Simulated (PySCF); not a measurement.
## Calculated data, AlBFH$_{5}$Si, AlBFH$_{4}$Si, CH$_{6}$AlFSi, CH$_{4}$AlFSi and others

Calculation on a computer-drawn molecule: the log of a Hartree-Fock and frozen-core CCSD(T) single point meant for a local Hartree-Fock minimum, with one planted fault or none, to be diagnosed. Offsets are logged minus clean, where the clean run is the same molecule without the fault. The reference is restricted for singlets and unrestricted otherwise, and also for a bond in bohr or an excited solution. Adding or removing an electron swaps singlet and doublet. The excited solution moves the top pair (singlet) or top alpha electron (doublet) to the lowest empty orbital. Highest occupied and lowest empty are orbital energies over both spins, largest force is the largest gradient component, triples share is (T) over the correlation energy, the T1 limit is 0.02 restricted and 0.045 unrestricted, electrons count all cores, a negative frequency is imaginary (commonest isotopes), and the dipole is about the centre of nuclear charge. Program: PySCF 2.14.0.

Common to all runs: meant charge 0; meant basis cc-pV(D+d)Z; logged SCF converged yes; possible faults no fault, one electron removed, one electron added, multiplicity raised by two, geometry at a saddle point, SCF held on an excited solution, minimal basis STO-3G, one bond length entered in bohr, all coordinates scaled.

(1) 
```xyz
9
formula=AlBFH5Si meant_multiplicity=1 logged_electrons=45 logged_basis_functions=99 logged_spin_squared=0.7764 logged_highest_occupied=-17.478 logged_lowest_empty=-7.9242 logged_largest_force=0.056002 logged_T1_diagnostic=0.021905 logged_D1_diagnostic=0.091002 logged_triples_share=0.022172 logged_CC_converged=yes logged_dipole_magnitude=4.4382 logged_SCF_stable_within_its_kind=yes logged_energy_HF=-657.5885 logged_energy_CCSD(T)=-658.06259 planted_fault=one_electron_removed HF_energy_offset_from_clean_run=208.9 CCSD(T)_energy_offset_from_clean_run=220.9
F      2.1025    -0.0252     0.2512
Al     1.2366     1.3927     0.2284
B     -0.7545     1.3295     1.0045
Si    -2.4784     0.9185    -0.0116
H      1.9784     2.6414    -0.3836
H     -0.9291     1.5729     2.1719
H     -3.2050    -0.1935     0.6527
H     -3.3385     2.1312     0.0135
H     -2.2652     0.5434    -1.4325
```

Units: logged_highest_occupied, logged_lowest_empty in eV; logged_largest_force in hartree/bohr; logged_dipole_magnitude in debye; logged_energy_HF, logged_energy_CCSD(T) in hartree; HF_energy_offset_from_clean_run, CCSD(T)_energy_offset_from_clean_run in kcal/mol.

Drawn bonds:
```tsv
atom	other atom	order
1	2	1
2	3	1
3	4	1
2	5	1
3	6	1
4	7	1
4	8	1
4	9	1
```

(2) 
```xyz
8
formula=AlBFH4Si meant_multiplicity=2 logged_electrons=44 logged_basis_functions=94 logged_spin_squared=0 logged_highest_occupied=-17.17 logged_lowest_empty=-6.5641 logged_largest_force=0.056819 logged_T1_diagnostic=0.019467 logged_D1_diagnostic=0.047559 logged_triples_share=0.02103 logged_CC_converged=yes logged_dipole_magnitude=4.7297 logged_SCF_stable_within_its_kind=yes logged_energy_HF=-657.02805 logged_energy_CCSD(T)=-657.48402 planted_fault=one_electron_removed HF_energy_offset_from_clean_run=174.5 CCSD(T)_energy_offset_from_clean_run=180.1
F      0.4889    -0.4603    -2.4577
Al     0.4687     0.3076    -0.9867
B      0.5651    -0.8812     0.7100
Si     0.6619    -2.0742     2.3309
H      0.3781     1.8761    -0.9884
H      1.8587    -1.8016     3.1631
H      0.7424    -3.4619     1.8079
H     -0.5365    -1.9533     3.1960
```

Units: logged_highest_occupied, logged_lowest_empty in eV; logged_largest_force in hartree/bohr; logged_dipole_magnitude in debye; logged_energy_HF, logged_energy_CCSD(T) in hartree; HF_energy_offset_from_clean_run, CCSD(T)_energy_offset_from_clean_run in kcal/mol.

Drawn bonds:
```tsv
atom	other atom	order
1	2	1
2	3	1
3	4	1
2	5	1
4	6	1
4	7	1
4	8	1
```

(3) 
```xyz
10
formula=CH6AlFSi meant_multiplicity=1 logged_electrons=48 logged_basis_functions=34 logged_spin_squared=0 logged_highest_occupied=-8.3777 logged_lowest_empty=9.1568 logged_largest_force=0.035414 logged_T1_diagnostic=0.012095 logged_D1_diagnostic=0.049736 logged_triples_share=0.022983 logged_CC_converged=yes logged_dipole_magnitude=0.96187 logged_SCF_stable_within_its_kind=yes logged_energy_HF=-663.61084 logged_energy_CCSD(T)=-663.80126 planted_fault=minimal_basis_STO-3G HF_energy_offset_from_clean_run=5103 CCSD(T)_energy_offset_from_clean_run=5336
F      2.3396    -2.2496     0.8405
Al     1.8358    -0.7800     0.2633
C      2.4216     0.8178     1.2081
Si     1.3972     1.4013     2.6744
H      0.9295    -0.8052    -1.0180
H      2.4658     1.6453     0.4874
H      3.4435     0.6457     1.5708
H     -0.0020     1.6642     2.2506
H      1.3667     0.3626     3.7326
H      1.9447     2.6496     3.2571
```

Units: logged_highest_occupied, logged_lowest_empty in eV; logged_largest_force in hartree/bohr; logged_dipole_magnitude in debye; logged_energy_HF, logged_energy_CCSD(T) in hartree; HF_energy_offset_from_clean_run, CCSD(T)_energy_offset_from_clean_run in kcal/mol.

Drawn bonds:
```tsv
atom	other atom	order
1	2	1
2	3	1
3	4	1
2	5	1
3	6	1
3	7	1
4	8	1
4	9	1
4	10	1
```

(4) 
```xyz
8
formula=CH4AlFSi meant_multiplicity=1 logged_electrons=46 logged_basis_functions=94 logged_spin_squared=1.353 logged_highest_occupied=-8.1918 logged_lowest_empty=0.93781 logged_largest_force=0.037231 logged_T1_diagnostic=0.051924 logged_D1_diagnostic=0.20307 logged_triples_share=0.028145 logged_CC_converged=yes logged_dipole_magnitude=2.3756 logged_SCF_stable_within_its_kind=yes logged_energy_HF=-670.40557 logged_energy_CCSD(T)=-670.91067 planted_fault=one_bond_length_entered_in_bohr,row_2_of_the_drawn_bonds HF_energy_offset_from_clean_run=76.81 CCSD(T)_energy_offset_from_clean_run=95.71
F     -1.3426    -0.0324    -0.1061
Al    -0.6510     1.4588     0.1429
C      2.8237     1.5146     1.0708
Si     3.7650     0.1108     1.2584
H     -1.5910     2.7018    -0.0536
H      3.3223     2.4669     1.2450
H      3.2335    -1.2449     1.0574
H      5.1904     0.1044     1.6367
```

Units: logged_highest_occupied, logged_lowest_empty in eV; logged_largest_force in hartree/bohr; logged_dipole_magnitude in debye; logged_energy_HF, logged_energy_CCSD(T) in hartree; HF_energy_offset_from_clean_run, CCSD(T)_energy_offset_from_clean_run in kcal/mol.

Drawn bonds:
```tsv
atom	other atom	order
1	2	1
2	3	1
3	4	2
2	5	1
3	6	1
4	7	1
4	8	1
```

Notes: T1 above single-reference limit.

(5) 
```xyz
4
formula=AlF2H meant_multiplicity=1 logged_electrons=32 logged_basis_functions=56 logged_spin_squared=0 logged_highest_occupied=-4.6054 logged_lowest_empty=-10.283 logged_largest_force=0.060874 logged_CC_converged=no logged_dipole_magnitude=4.975 logged_SCF_stable_within_its_kind=no logged_energy_HF=-440.7323 planted_fault=SCF_held_on_an_excited_solution HF_energy_offset_from_clean_run=503.1
F      0.5065     0.5594    -0.3766
Al    -1.0412     0.7108     0.1509
F     -1.8987     1.9957    -0.4063
H     -1.6657    -0.3144     1.1322
```

Units: logged_highest_occupied, logged_lowest_empty in eV; logged_largest_force in hartree/bohr; logged_dipole_magnitude in debye; logged_energy_HF in hartree; HF_energy_offset_from_clean_run in kcal/mol.

Drawn bonds:
```tsv
atom	other atom	order
1	2	1
2	3	1
2	4	1
```

Notes: CCSD not converged.
